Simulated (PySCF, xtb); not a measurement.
B(H)(Br)(NH2) (BBrH3N), SMILES BrBN.

GFN2-xTB (xtb) at its own geometry gives an orbital gap of 5.07 eV and a dipole moment of 5.60 D.

The structure is a stationary point at B3LYP-D3(BJ)/def2-TZVP. One conformer was computed; it need not be the lowest.

**Question.** What does PBE0/def2-TZVPD (PySCF) give? (The exact figures need the calculation; the answer reports its results.)

**Answer.** gap 7.91 eV (levels -8.05 and -0.14 eV), dipole 2.85 D.
